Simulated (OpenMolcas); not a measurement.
# Re2+: effect of the active space

```
Program             : OpenMolcas
Method              : XMS-CASPT2, IPEA 0.25 Eh, imaginary shift 0.1 Eh
Basis               : ANO-RCC-VTZP
Scalar Hamiltonian  : DKH2, point nucleus
Spin-orbit coupling : RASSI with atomic mean-field integrals over the reference wave functions, term energies averaged over their components
```

A. 5 electrons in 5 orbitals (5d); 2S+1 = 6 even, 1 root; 2S+1 = 4 even, 24 roots; 2S+1 = 2 even, 75 roots; closed shells correlated: 5s 5p; CASPT2 step about 25 core-seconds
B. 5 electrons in 6 orbitals (5d 6s); 2S+1 = 6 even, 6 roots; 2S+1 = 4 even, 84 roots kept (CI in the orbitals of an earlier block, 64 in the spin-orbit step); 2S+1 = 2 even, 184 roots kept (CI in the orbitals of an earlier block, 129 in the spin-orbit step); closed shells correlated: 5s 5p; CASPT2 step about 2.4 core-minutes

Energies in cm⁻¹ above 5d⁵ ⁶S_5/2, the measured ground level; measured values from the list in Brasseur, Gamrath and Quinet, At. Data Nucl. Data Tables 157, 101636 (2024).

```json
{"Level": "5d⁵ ⁶S_5/2", "A": "0.0", "B": "0.0", "Measured": "0.0"}
{"Level": "5d⁵ ⁴G_7/2 [64 %]", "A": "18290", "B": "18480", "Measured": "16890"}
{"Level": "5d⁵ ⁴G_11/2", "A": "19170", "B": "19670", "Measured": "18020"}
{"Level": "5d⁵ ⁴G_9/2", "A": "19690", "B": "20050", "Measured": "18346"}
{"Level": "5d⁵ ⁴D_7/2 [61 %]", "A": "22930", "B": "22460", "Measured": "20453"}
{"Level": "5d⁵ ⁴D_1/2 [58 %]", "A": "25440", "B": "23510", "Measured": ""}
{"Level": "5d⁵ ²I_11/2 [75 %]", "A": "27930", "B": "29170", "Measured": "26170"}
{"Level": "5d⁵ ²I_13/2", "A": "30300", "B": "31790", "Measured": "28588"}
{"Level": "5d⁵ ⁴F_5/2 [53 %]", "A": "33410", "B": "32710", "Measured": ""}
{"Level": "5d⁵ ²H_11/2 [64 %]", "A": "40070", "B": "40910", "Measured": ""}
{"Level": "5d⁵ ²S_1/2 [58 %]", "A": "40250", "B": "39970", "Measured": ""}
{"Level": "5d⁵ ²D_3/2(2) [73 %]", "A": "45370", "B": "44950", "Measured": ""}
{"Level": "5d⁵ ²D_5/2(2) [56 %]", "A": "47950", "B": "45930", "Measured": ""}
```

Deviations, from unrounded energies. A percentage is the sum of absolute deviations over the sum of measured energies, with the sign that they share, or ± where signs differ.

```csv
Against measurement,Levels,A,B
mean absolute deviation (cm-1),6,1600,2200
other terms of the ground configuration (%),6,+7.7,+10.2
```

A lies closest to measurement on these levels. The largest miss of A in the table is 5d⁵ ⁴D_7/2 [61 %], by +2500 cm-1. The ranking rests on the paired levels alone, and a cruder setting can come out closer through cancelling errors.

The spin-orbit steps hold different terms of 5d⁵ (B lacks a ²D, ²P), which shifts levels as well.

Between A and B the level of the table that moves most is 5d⁵ ²D_5/2(2) [56 %], by 2000 cm-1 (lowest in B, highest in A). Moves below CASPT2's spread within the term are not significant.

CASPT2 breaks the degeneracy within a term, and the mean is taken; among the terms shown or strongly mixed into the levels shown the widest spread is 1700 cm-1 (5d⁵ ⁴D, A). The CASPT2 spread within a term exceeds the gap to the next term for 5d⁵ ⁴P and 5d⁵ ⁴D, 5d⁵ ²F(1) and 5d⁵ ⁴F, so the order of their levels is uncertain, and so are names and mixing where such terms share a J (figures for A; the like holds for B). Configurations with an s electron lie low in 5d ions of this charge, fall among these levels and mix in, so low-spin terms can stand far too high, up to twice their true height, and weights are not those of the real levels (holds for A). Some levels mix across a computed gap that differs much from the measured one, so their mixing is not that of the real levels (holds for A). Some high roots are left out of the spin-orbit mixing, which shifts the levels that they would mix with (holds for B). Terms from blocks run as CI alone lack orbitals of their own (holds for B). Configurations are named by rounded mean occupations; where the s occupation lies near a half they are strongly mixed, a name can repeat and a true partner stay unpaired (holds for B). Computed and measured levels are paired by configuration, term and J; levels that our copy of the source lacks, or whose pairing is in doubt (as where it misses far off the trend of its configuration), stay unpaired and out of the deviations. Only configurations of the active space appear. Levels that lie high or do not pair safely by name in every column are left out.

A share in square brackets marks a mixed level and gives the weight of the term that names it, the lowest over the columns. A number in round brackets counts repeated terms of one configuration in the order of the reference energies.
